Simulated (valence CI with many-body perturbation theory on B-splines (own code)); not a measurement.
## Nb8+: electric-dipole lines

Computed by relativistic CI+MBPT: five valence electrons over a frozen Dirac-Fock core [Ar] 3d10, radial functions for each j: 11 s, 11 p, 10 d, 8 f, 5 g, 2 h, with the one-electron correlation potential Σ1 (screened to all orders), the two-electron term Σ2, the three-electron term Σ3, Breit, model QED; selected single and double excitations, second order for the rest (own B-spline code, finite nucleus).

No measured spectrum was set against this ion. As an estimate, levels hold to about 250 cm⁻¹ or 0.2 % of their energy and the worst to 1 %, as in measured heavy ions of charge 2 to 7; those with d or f electrons hold less well. Among the levels kept, up to 2900 cm⁻¹ of a level comes from second order outside the variational space, and about a tenth of that is noise between levels of different J, which matters for small intervals.

Lines 1 to 50 of 584 in falling wavelength, among levels below 712900 cm⁻¹, chosen from the strongest by gf and those to the six lowest levels. Wavelengths and rates use the calculated energies, so an error of 600 cm⁻¹ moves a line at 1392 Å by 0.84 % and its rate by three times that or more. Electric multipoles are in the length gauge, E1 and E2 with the static RPA response of the core. Weak lines are less certain than strong ones. Lines between different terms over intervals too small for the method are left out, as are lines whose strength nearly cancels. Where a level lies close to another of its J and parity, the split of strength between their lines is uncertain. The highest levels of a list are the least certain.

Names give the largest LS component (configuration and term), which can be under half, so a name can repeat, a term be missing and a line seem to break the LS rules; names also repeat where a configuration has a term twice. Letters in brackets count levels of one name in rising energy.

```tsv
λ vac (Å)	Upper	Lower	A (s⁻¹)	S (a.u.) with core polarisation	S without
1392	4s2.4p2.5p 4D°_1/2 [b]	4s2.4p2.5s 4P_3/2	2.60e+08	6.93e-01	7.00e-01
1382	4s2.4p2.5p 2D°_5/2 [a]	4s2.4p2.5s 2P_3/2	1.85e+08	1.44e+00	1.46e+00
1355	4s2.4p2.5p 2D°_3/2 [a]	4s2.4p2.5s 2P_1/2	2.55e+08	1.25e+00	1.26e+00
1336	4s2.4p2.5p 4D°_5/2	4s2.4p2.5s 4P_5/2	2.25e+08	1.59e+00	1.60e+00
1335	4s2.4p2.5p 4D°_1/2 [a]	4s2.4p2.5s 4P_1/2	6.77e+08	1.59e+00	1.60e+00
1282	4s2.4p2.5p 2D°_5/2 [a]	4s2.4p2.5s 4P_5/2	4.22e+08	2.63e+00	2.66e+00
1271	4s2.4p2.5p 2D°_5/2 [b]	4s2.4p2.5s 2D_3/2	6.25e+08	3.80e+00	3.84e+00
1270	4s2.4p2.5p 2D°_3/2 [b]	4s2.4p2.5s 2D_3/2	2.52e+08	1.02e+00	1.03e+00
1261	4s2.4p2.4f 4G°_7/2	4s2.4p2.5s 4P_5/2	8.10e+07	6.42e-01	6.49e-01
1256	4s2.4p2.5p 2D°_3/2 [a]	4s2.4p2.5s 4P_3/2	4.15e+08	1.62e+00	1.64e+00
1250	4s.4p3.4d 2P°_3/2 [d]	4s2.4p2.5s 2D_5/2	2.01e+08	7.76e-01	7.85e-01
1237	4s2.4p2.5p 2D°_5/2 [b]	4s2.4p2.5s 2D_5/2	2.10e+08	1.18e+00	1.18e+00
1235	4s2.4p2.5p 2D°_3/2 [b]	4s2.4p2.5s 2D_5/2	5.57e+08	2.07e+00	2.10e+00
1223	4s2.4p2.5p 2D°_5/2 [d]	4s2.4p2.5s 2D_3/2	4.92e+08	2.67e+00	2.70e+00
1219	4s2.4p2.5p 2D°_5/2 [c]	4s2.4p2.5s 2D_5/2	5.09e+08	2.73e+00	2.76e+00
1211	4s2.4p2.5p 2P°_1/2 [c]	4s2.4p2.5s 2S_1/2	1.21e+09	2.13e+00	2.16e+00
1210	4s2.4p2.5p 2F°_7/2 [a]	4s2.4p2.5s 2D_5/2	4.58e+08	3.20e+00	3.24e+00
1210	4s2.4p2.5p 4S°_3/2	4s2.4p2.5s 2P_1/2	2.76e+08	9.65e-01	9.75e-01
1202	4s2.4p2.5p 4D°_5/2	4s2.4p2.5s 4P_3/2	8.38e+08	4.32e+00	4.36e+00
1193	4s.4p3.4d 2D°_3/2 [d]	4s2.4p2.5s 4P_3/2	2.06e+08	6.91e-01	6.98e-01
1193	4s2.4p2.5p 4D°_7/2	4s2.4p2.5s 4P_5/2	1.22e+09	8.20e+00	8.29e+00
1191	4s2.4p2.5p 2D°_5/2 [d]	4s2.4p2.5s 2D_5/2	4.14e+08	2.07e+00	2.09e+00
1178	4s2.4p2.5p 2P°_3/2 [a]	4s2.4p2.5s 2P_3/2	5.20e+08	1.68e+00	1.70e+00
1178	4s2.4p2.5p 4D°_3/2	4s2.4p2.5s 4P_1/2	1.18e+09	3.82e+00	3.86e+00
1176	4s2.4p2.5p 4P°_3/2	4s2.4p2.5s 4P_5/2	1.14e+09	3.65e+00	3.69e+00
1160	4s2.4p2.5p 2F°_7/2 [b]	4s2.4p2.5s 2D_5/2	8.03e+08	4.95e+00	5.01e+00
1160	4s.4p3.4d 2P°_3/2 [b]	4s2.4p2.5s 4P_3/2	1.86e+08	5.72e-01	5.78e-01
1158	4s2.4p2.5p 2D°_5/2 [a]	4s2.4p2.5s 4P_3/2	4.64e+08	2.13e+00	2.16e+00
1150	4s.4p3.4d 2P°_3/2 [c]	4s2.4p2.5s 2P_3/2	3.57e+08	1.07e+00	1.09e+00
1146	4s.4p3.4d 2D°_5/2 [d]	4s2.4p2.5s 4P_5/2	1.36e+08	6.04e-01	6.11e-01
1146	4s2.4p2.5p 4P°_1/2	4s2.4p2.5s 4P_3/2	9.10e+08	1.35e+00	1.37e+00
1143	4s2.4p2.5p 4P°_5/2	4s2.4p2.5s 2P_3/2	7.96e+08	3.52e+00	3.56e+00
1142	4s2.4p2.5p 4P°_3/2	4s2.4p2.5s 2P_1/2	2.09e+08	6.14e-01	6.23e-01
1130	4s2.4p2.5p 4S°_3/2	4s2.4p2.5s 4P_3/2	3.59e+08	1.02e+00	1.03e+00
1123	4s2.4p2.5p 2P°_1/2 [b]	4s2.4p2.5s 2D_3/2	9.33e+08	1.31e+00	1.32e+00
1115	4s2.4p2.4f 2G°_7/2 [b]	4s2.4p2.5s 2D_5/2	1.12e+08	6.15e-01	6.22e-01
1079	4s2.4p2.5p 2P°_1/2 [a]	4s2.4p2.5s 2P_3/2	4.81e+08	5.97e-01	6.04e-01
1075	4s2.4p2.5p 2P°_3/2 [a]	4s2.4p2.5s 2P_1/2	3.39e+08	8.32e-01	8.44e-01
1073	4s2.4p2.5p 4P°_5/2	4s2.4p2.5s 4P_5/2	4.50e+08	1.65e+00	1.67e+00
1010	4s2.4p2.5p 2P°_3/2 [b]	4s2.4p2.5s 2D_3/2	1.50e+09	3.05e+00	3.09e+00
988.0	4s2.4p2.5p 2P°_3/2 [b]	4s2.4p2.5s 2D_5/2	6.57e+08	1.25e+00	1.27e+00
987.0	4s2.4p2.5p 2D°_5/2 [c]	4s2.4p2.5s 2P_3/2	2.09e+08	5.95e-01	6.03e-01
904.8	4s2.4p2.5p 2P°_1/2 [b]	4s2.4p2.5s 2P_3/2	8.97e+08	6.56e-01	6.68e-01
641.9	4s.4p4 4P_3/2	4s2.4p3 2P°_3/2	3.12e+07	1.63e-02	1.82e-02
581.8	4s.4p4 4P_1/2	4s2.4p3 2P°_1/2	5.38e+07	1.05e-02	1.16e-02
574.5	4s.4p4 4P_5/2	4s2.4p3 2D°_5/2	6.99e+07	3.92e-02	4.38e-02
551.8	4s.4p4 4P_5/2	4s2.4p3 2D°_3/2	1.00e+08	4.99e-02	5.57e-02
545.6	4p5 2P°_1/2	4s.4p4 2P_1/2	1.88e+09	3.02e-01	3.39e-01
544.5	4p5 2P°_3/2	4s.4p4 2P_3/2	2.08e+09	6.64e-01	7.43e-01
523.8	4s.4p4 2D_3/2	4s2.4p3 2P°_3/2	4.10e+07	1.16e-02	1.29e-02
```
